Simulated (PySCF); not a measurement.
F$_{2}$Ga, doublet, at a GFN2-xTB geometry (such geometries of metal compounds can be far from the true shape) (the spin is typed, not shown lowest).

Input for PySCF:
```python
from pyscf import gto, scf, dft

mol = gto.Mole()
mol.atom = '''
    Ga    0.214105    0.098892    0.081106
    F    -0.535217    1.111066   -1.262575
    F    -0.202255   -1.451694    0.983209
'''
mol.basis = 'def2-sv(p)'
mol.charge = 0
mol.spin = 1
mol.verbose = 5
mol.build()

mf = dft.UKS(mol)
mf.xc = 'tpss'
mf.kernel()
```

### Question
What does this run give for the <S^2>, dipole moment, Mulliken (on the basis functions themselves) charges in atom order?

### Answer

```
Property                                                                                   Value
------------------------------------------------------------------  ----------------------------
<S^2>                                                                                      0.753
dipole moment                                                                             1.25 D
Mulliken (on the basis functions themselves) charges in atom order  Ga1 0.67, F2 -0.34, F3 -0.34
```

These values belong to the state on which the SCF converged, which isn't shown to be the lowest.
